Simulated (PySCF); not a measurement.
Calculated properties of `CO[C@@H]1CO[S@@](=O)O1`

Compound: C3H6O4S.
Z-matrix (Å and degrees, GFN2-xTB geometry), rows numbered from 1:
```
C 
O   1  1.4162
C   2  1.3949  1  113.91
C   3  1.5502  2  106.84  1  -175.75
O   4  1.3928  3  107.03  2  -102.50
S   5  1.6757  4  112.16  3     9.84
O   6  1.4224  5  108.76  4  -136.80
O   3  1.3836  2  112.12  1    67.61
H   1  1.0931  2  111.02  3   -59.00
H   1  1.0949  2  110.49  3    62.40
H   1  1.0869  2  106.06  3  -178.54
H   3  1.1024  2  110.65  1   -52.65
H   4  1.0941  3  111.37  2   138.63
H   4  1.0945  3  108.60  2    17.43
```

Structural features include: ether.

GFN2-xTB geometry:

```yaml
Point_group_of_the_GFN2-xTB_geometry: C1
Rotational_constants_A_B_C_of_the_GFN2-xTB_geometry: 3.587, 1.368, 1.121 GHz
```

**wB97X-D/def2-SVPD ground state and vertical TDDFT (core frozen in the response) (PySCF)**

```yaml
Dipole_moment: 4.21 D
HOMO_energy: -9.92 eV
LUMO_energy: 1.26 eV
HOMO–LUMO_gap: 11.18 eV
Lowest_singlet_excitation: 6.08 eV (204 nm, f = 0.033)
Strongest_line_among_the_8_lowest_singlet_transitions: S5 at 8.07 eV (154 nm, f = 0.068)
Lowest_triplet_excitation_Tamm–Dancoff: 4.98 eV
Static_isotropic_polarisability: 69.4 au
Electronic_spatial_extent_⟨r²⟩_about_the_centre_of_nuclear_charge: 1069 bohr²
```

Monoisotopic mass from the formula: 137.9987 u.

In wavenumbers S1 is 49100 cm⁻¹ (1 eV = 8065.54 cm⁻¹). The largest Löwdin shares of the HOMO are 0.28 on S6, 0.28 on O7, 0.16 on O5 and 0.12 on O8. No computed singlet falls in the visible range (750 to 380 nm, 1.65 to 3.26 eV); S1 lies 2.82 eV above its blue end. In atomic units the dipole is 1.65 e·bohr (1 au = 2.5417 D).

One conformer (not necessarily the lowest) at the GFN2-xTB geometry, without solvent, vibrations or thermal averaging.
